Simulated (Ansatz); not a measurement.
Ansatz (a quantum-chemistry and plane-wave program) input (CCSD(T)/def2-SVPD):

Ansatz 0.2 input:
```yaml
crystal:
  periodic: [false, false, false]
  atoms:
    - {symbol: Mg, position_ang: [-0.00000000, -0.00000000, -0.00000000]}
    - {symbol: C, position_ang: [1.61220562, 0.24079058, -1.31322951]}
    - {symbol: H, position_ang: [2.35834342, -0.54997301, -1.18953383]}
    - {symbol: H, position_ang: [2.12560455, 1.19413256, -1.15546417]}
    - {symbol: H, position_ang: [1.29099143, 0.21835513, -2.35900549]}
    - {symbol: C, position_ang: [-1.61220562, -0.24079058, 1.31322951]}
    - {symbol: H, position_ang: [-2.19206202, -1.13993701, 1.08381383]}
    - {symbol: H, position_ang: [-2.30280754, 0.60677307, 1.26812799]}
    - {symbol: H, position_ang: [-1.28006984, -0.32935074, 2.35206165]}
basis:
  gaussian:
    orbitals: def2-SVPD
magnetization: {spin_polarized: false}
correlation: {method: ccsd_t, electrons: outside_noble_gas}
output: {forces: true}
```

End of the output:

```
cycle   9  -10.61597258 eV  change    1.0e-5 eV  update   1.0e-5
cycle  10  -10.61596650 eV  change    6.1e-6 eV  update   3.1e-6
perturbative correction -0.33400710 eV, -0.0122745345 hartree
the calculation of the forces begins
Total energy: -7594.37529502 eV, -279.0881444395 hartree
Atom 0 at    -0.000000    -0.000000    -0.000000 Å, force     0.000000     0.000000    -0.000000 eV/Å
Atom 1 at     1.612206     0.240791    -1.313230 Å, force    -0.195158    -0.029148     0.158967 eV/Å
Atom 2 at     2.358343    -0.549973    -1.189534 Å, force     0.320646    -0.302093     0.022870 eV/Å
Atom 3 at     2.125605     1.194133    -1.155464 Å, force     0.230112     0.374651     0.035810 eV/Å
Atom 4 at     1.290991     0.218355    -2.359005 Å, force    -0.093591    -0.004278    -0.431068 eV/Å
Atom 5 at    -1.612206    -0.240791     1.313230 Å, force     0.195158     0.029148    -0.158967 eV/Å
Atom 6 at    -2.192062    -1.139937     1.083814 Å, force    -0.256146    -0.353420    -0.063879 eV/Å
Atom 7 at    -2.302808     0.606773     1.268128 Å, force    -0.298891     0.324344     0.007918 eV/Å
Atom 8 at    -1.280070    -0.329351     2.352062 Å, force     0.097870    -0.039204     0.428348 eV/Å
Dipole moment:    -0.000000     0.000000    -0.000000 e Å
```
